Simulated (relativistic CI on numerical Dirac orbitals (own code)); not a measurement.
# d1 to d9 in one octahedral field

Computed with a parametric ligand-field model without spin-orbit coupling, by exact diagonalisation: B = 620, C = 2690, 10Dq = 21000 cm⁻¹ (Oh; |10Dq|/B = 33.9) for every shell. Energies in cm⁻¹; the field energy is (0.6 n_e − 0.4 n_t2) × 10Dq of the ground term; g labels are left out.

```tsv
Shell	Ground term	Electrons in e	Field energy	First spin-allowed bands	Lowest term of other spin
d1	2T2	0.000	-8400	2E 21000	
d2	3T1	0.019	-16411	3T2 19651, 3T1 27602	1T2 9387
d3	4A2	0.000	-25200	4T2 21000, 4T1 27589	2E 12784
d4	?	?	?	?	?
d5	2T2	0.052	-40906	2A2 17836, 2T1 18050	6A1 7528
d6	1A1	0.039	-49574	1T1 19229, 1T2 27449	3T1 13467
d7	2E	1.028	-37204	2T1 19077, 2T2 19687	4T1 8100
d8	3A2	2.000	-25200	3T2 21000, 3T1 27589	1E 10232
d9	2E	3.000	-12600	2T2 21000
```

Problem. Fill in the row of d4.

Solution. Ground term: 3T1; Electrons in e: 0.029; Field energy: -32990; First spin-allowed bands: 3E 18606, 3T1 19295; Lowest term of other spin: 5E 4701. Low spin: d4, d5, d6, d7; the other shells keep the spin of the free ion. Only d4 to d7 can choose; the field needed to pair spins is smallest for d6 and largest for d5, which loses most exchange energy. In the strong-field picture 10Dq must exceed about 6B + 5C = 17170 (d4), 7.5B + 5C = 18100 (d5), 2.5B + 4C = 12310 (d6) and 4B + 4C = 13240 (d7); mixing of terms shifts these bounds somewhat.
